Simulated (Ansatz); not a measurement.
Geometry optimisation, RKS B3LYP-D4/def2-SVP (Ansatz).

Input file:

```yaml
crystal:
  periodic: [false, false, false]
  atoms:
    - { symbol: Ge, position_ang: [0.0, 0.0, 0.0] }
    - { symbol: O, position_ang: [0.0, 0.0, 1.77] }
    - { symbol: H, position_ang: [-0.9095, -0.2814, 2.1071] }
    - { symbol: F, position_ang: [1.5842, 0.0, -0.5594] }
    - { symbol: H, position_ang: [-0.73, 1.2648, -0.5162] }
    - { symbol: C, position_ang: [-0.9232, -1.5994, -0.6527] }
    - { symbol: H, position_ang: [-1.4228, -2.1111, 0.1962] }
    - { symbol: H, position_ang: [-1.6833, -1.3066, -1.4068] }
    - { symbol: H, position_ang: [-0.1873, -2.288, -1.1178] }
basis:
  gaussian: { orbitals: def2-SVP }
hamiltonian:
  xc: b3lyp
  dispersion: d4
relax:
  f_tol: 0.02
  max_steps: 40
output:
  orbitals: {}
```

Command:

```bash
$ ansatz run input.yaml --threads 2 --pin off --max-ram 3072MiB --backend cpu --events-out ev --progress --plain --runs-dir out
```

**Question.** Where does it end, and by what steps?

**Answer.** The forces met the threshold. After 23 steps the energy has fallen by 0.325 eV; H3 moved furthest, 1.20 Å.

```json
{"step": "0", "energy less start (eV)": "0.0000", "largest force component (eV/Å)": "2.808", "accepted": "yes"}
{"step": "1", "energy less start (eV)": "-0.1585", "largest force component (eV/Å)": "1.070", "accepted": "yes"}
{"step": "2", "energy less start (eV)": "-0.1923", "largest force component (eV/Å)": "0.225", "accepted": "yes"}
{"step": "3", "energy less start (eV)": "-0.1964", "largest force component (eV/Å)": "0.129", "accepted": "yes"}
{"step": "4", "energy less start (eV)": "-0.1868", "largest force component (eV/Å)": "1.027", "accepted": "no"}
{"step": "5", "energy less start (eV)": "-0.2029", "largest force component (eV/Å)": "0.179", "accepted": "yes"}
{"step": "6", "energy less start (eV)": "-0.2058", "largest force component (eV/Å)": "0.687", "accepted": "yes"}
{"step": "7", "energy less start (eV)": "-0.2398", "largest force component (eV/Å)": "0.241", "accepted": "yes"}
{"step": "8", "energy less start (eV)": "-0.2772", "largest force component (eV/Å)": "0.151", "accepted": "yes"}
{"step": "9", "energy less start (eV)": "-0.2794", "largest force component (eV/Å)": "0.272", "accepted": "yes"}
{"step": "10", "energy less start (eV)": "-0.3029", "largest force component (eV/Å)": "0.124", "accepted": "yes"}
{"step": "11", "energy less start (eV)": "-0.2866", "largest force component (eV/Å)": "0.804", "accepted": "no"}
{"step": "12", "energy less start (eV)": "-0.3069", "largest force component (eV/Å)": "0.150", "accepted": "yes"}
{"step": "13", "energy less start (eV)": "-0.3128", "largest force component (eV/Å)": "0.021", "accepted": "yes"}
{"step": "14", "energy less start (eV)": "-0.3092", "largest force component (eV/Å)": "0.423", "accepted": "no"}
{"step": "15", "energy less start (eV)": "-0.3158", "largest force component (eV/Å)": "0.054", "accepted": "yes"}
{"step": "16", "energy less start (eV)": "-0.3182", "largest force component (eV/Å)": "0.086", "accepted": "yes"}
{"step": "17", "energy less start (eV)": "-0.3184", "largest force component (eV/Å)": "0.252", "accepted": "yes"}
{"step": "18", "energy less start (eV)": "-0.3221", "largest force component (eV/Å)": "0.079", "accepted": "yes"}
{"step": "19", "energy less start (eV)": "-0.3232", "largest force component (eV/Å)": "0.057", "accepted": "yes"}
{"step": "20", "energy less start (eV)": "-0.3243", "largest force component (eV/Å)": "0.040", "accepted": "yes"}
{"step": "21", "energy less start (eV)": "-0.3245", "largest force component (eV/Å)": "0.081", "accepted": "yes"}
{"step": "22", "energy less start (eV)": "-0.3247", "largest force component (eV/Å)": "0.025", "accepted": "yes"}
{"step": "23", "energy less start (eV)": "-0.3248", "largest force component (eV/Å)": "0.006", "accepted": "yes"}
```

```xyz
9
Properties=species:S:1:pos:R:3
Ge -0.267 0.060 0.004
O -0.237 0.117 1.778
H 0.240 -0.620 2.181
F 1.402 0.097 -0.534
H -0.929 1.373 -0.431
C -1.014 -1.596 -0.692
H -2.057 -1.710 -0.363
H -0.983 -1.588 -1.792
H -0.427 -2.454 -0.331
```

Whether the end is a true minimum wasn't checked by a vibrational analysis.

Time of the run: 59 s on 2 threads of Arm Neoverse V2 (shared host), peak memory 0.22 GiB.
